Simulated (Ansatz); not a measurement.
Mulliken charges of C2H4BN, SMILES `BC1C=N1` from PBE/def2-TZVPP in Ansatz (PBE0-D4/def2-TZVP geometry).

```csv
atom,x (Å),y (Å),z (Å),charge (e)
B1,-0.431,1.153,-0.281,-0.071
C2,0.524,-0.024,-0.148,-0.116
C3,0.032,-1.325,0.358,-0.004
N4,0.630,-0.753,1.266,-0.103
H5,-0.291,1.948,-1.164,0.013
H6,-1.340,1.266,0.489,0.015
H7,1.455,-0.075,-0.708,0.096
H8,-0.488,-2.247,0.132,0.169
```

Problem. By hand: the dipole of these point charges (1 e Å = 4.8032 D).

Solution. Σ q r = (-0.062, -0.339, -0.148) e Å, of length 0.375 e Å = 1.80 D.

Problem. How does the dipole of the full density compare? (An estimate is asked.)

Solution. Ansatz gave: (-0.086, -0.380, -0.280) e Å, 2.30 D; the point charges give 0.78 times that, at 13° from its direction.

Point charges leave out the atoms' own dipoles, such as those of lone pairs, and Mulliken's split depends on the basis, so the two needn't agree.
